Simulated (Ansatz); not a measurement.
Relaxation of CH3AlF2O (8 atoms, charge 0, multiplicity 1), to a largest force component of 0.015 eV/Å in at most 40 steps.

These are results of RKS BLYP/def2-SVP (Ansatz), not measurements.

```xyz
8
Properties=species:S:1:pos:R:3
C -0.261 0.817 0.806
O -0.827 0.415 -0.436
Al -0.758 1.856 -1.577
F 0.668 2.223 -2.565
F -2.133 3.062 -1.619
H 0.730 1.261 0.681
H -0.327 0.061 1.568
H -0.898 1.720 1.148
```

Where does it end, and by what steps?

The run converged. The force dipped under the threshold on the way, but the program's further checks kept it going. After 17 steps the energy has fallen by 1.106 eV; O2 moved furthest, 1.11 Å.

| step | energy less start (eV) | largest force component (eV/Å) | accepted |
| --- | --- | --- | --- |
| 0 | 0.0000 | 2.768 | yes |
| 1 | -0.6580 | 1.585 | yes |
| 2 | -0.7499 | 0.913 | yes |
| 3 | -0.9354 | 0.805 | yes |
| 4 | -1.0192 | 0.667 | yes |
| 5 | -1.0547 | 0.180 | yes |
| 6 | -1.0659 | 0.283 | yes |
| 7 | -1.0647 | 0.273 | no |
| 8 | -1.0709 | 0.181 | yes |
| 9 | -1.0821 | 0.125 | yes |
| 10 | -1.0867 | 0.334 | yes |
| 11 | -1.0910 | 0.286 | yes |
| 12 | -1.1036 | 0.074 | yes |
| 13 | -1.1050 | 0.063 | yes |
| 14 | -1.1058 | 0.012 | yes |
| 15 | -1.1061 | 0.026 | yes |
| 16 | -1.1061 | 0.032 | no |
| 17 | -1.1061 | 0.007 | yes |

```xyz
8
Properties=species:S:1:pos:R:3
C -0.244 0.919 0.943
O 0.012 1.140 -0.432
Al -0.672 1.991 -1.722
F 0.063 1.905 -3.213
F -2.051 2.917 -1.570
H 0.644 1.210 1.547
H -0.437 -0.160 1.130
H -1.119 1.494 1.323
```

Whether the end is a true minimum wasn't checked by a vibrational analysis.

The run took 58 s on 1 thread of Arm Neoverse V2, with other jobs on the host, peak memory 0.16 GiB.
